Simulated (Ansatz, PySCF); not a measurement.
System: SnH, charge 1, multiplicity 1. SMILES: [SnH+]
Geometry from a B3LYP-D3(BJ)/def2-TZVP (Ansatz, a quantum-chemistry and plane-wave program) optimisation:
```
Sn
H 1 1.7670
```
Charge +1, spin multiplicity 1.

Wanted: vertical triplet-singlet gap, E(triplet) - E(singlet), in eV. Conventions: LANL2DZ with its own core potentials from Na on; STO-3G and 3-21G all-electron and non-relativistic; no spin-orbit coupling; each state is the SCF solution reached for its charge and spin; six Cartesian d functions in 6-31G* and its kin unless marked 5d; frozen cores in correlated levels (noble-gas shells and the d and f shells of earlier blocks); UHF or UKS for open shells; def2 sets with scalar-relativistic core potentials past Kr. Ab initio and DFT rows: single points at B3LYP-D3(BJ) geometries (Ansatz). Levels can end on unlike triplets.

```tsv
level	program	vertical triplet-singlet gap, E(triplet) - E(singlet) (eV)
HF/6-31G* with LANL2DZ past Ar	Ansatz	1.64
B3LYP/STO-3G	Ansatz	2.01
B3LYP/3-21G	Ansatz	2.25
B3LYP/6-31G* with LANL2DZ past Ar	Ansatz	2.25
M06-2X/6-31G* with LANL2DZ past Ar (5d)	PySCF	2.52
MP2/6-31G* with LANL2DZ past Ar	Ansatz	2.00
PBE/def2-TZVPD	Ansatz	2.30
B3LYP/def2-TZVPD	Ansatz	2.38
```

No value to compare with is used here. The 6 habitual levels span 1.64 (HF/6-31G* with LANL2DZ past Ar) to 2.52 eV (M06-2X/6-31G* with LANL2DZ past Ar (5d)); PBE/def2-TZVPD gives 2.30.

The levels are drawn from those run, B3LYP/6-31G* more often than the rest, none by its result; left out are runs that failed, that the program found above a lower state of the same kind, or whose <S^2> lies over 0.5 above the pure value.
